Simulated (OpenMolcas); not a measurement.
## 4s2 4p3 along the 33-electron sequence

```
Program             : OpenMolcas
Method              : CASSCF
Basis               : ANO-R2
Scalar Hamiltonian  : X2C, finite nucleus
Spin-orbit coupling : RASSI with atomic mean-field integrals over the reference wave functions, term energies averaged over their components
```

Active space for each ion: 5 electrons in 8 orbitals (4s 4p 5s 5p).

Computed levels in cm-1 above 4S* 3/2:

```
                                Level    Se+   Br2+   Kr3+
                              2D* 3/2  16871  19314  21303
                              2D* 5/2  17535  20442  23061
                              2P* 1/2  24355  28658  32562
                              2P* 3/2  25112  29995  34721
weight of 4S* in the lowest level (%)     99     99     98
```

Measured, with the error of the calculation in %. Measured levels: Se+ from NIST Handbook of Basic Atomic Spectroscopic Data; Br2+ from Moore, Atomic Energy Levels, vol. II, NSRDS-NBS 35 (1971 reprint of NBS Circular 467, 1952); Kr3+ from Saloman, J. Phys. Chem. Ref. Data 36, 215 (2007).

```tsv
Level	Se+	Br2+	Kr3+
2D* 3/2	13168 (+28.1)		17038 (+25.0)
2D* 5/2	13784 (+27.2)		18700 (+23.3)
2P* 1/2	23038 (+5.7)	26915 (+6.5)	31056 (+4.8)
2P* 3/2	23895 (+5.1)	28579 (+5.0)	33406 (+3.9)
```

2D* 3/2 changes by a factor of 1.26 over the same range, with steps per unit of Z of +2440, +1990 cm-1.

Active for correlation alone: 5p 5s; no level in the range computed is led by a configuration that fills them, so any true level of that kind is missing. Without dynamic correlation excited terms often stand tens of per cent too high (terms of higher spin than the ground term too low), and those without a measured partner can miss by more than the paired ones (holds for Se+). Measured partners are found by configuration, term and J. A level has none where our copy of the source lacks it or the pairing is in doubt (some pairs that miss far off the trend of their configuration count as doubtful), and it then counts in no deviation. Only configurations of the active space appear.

* marks odd parity.
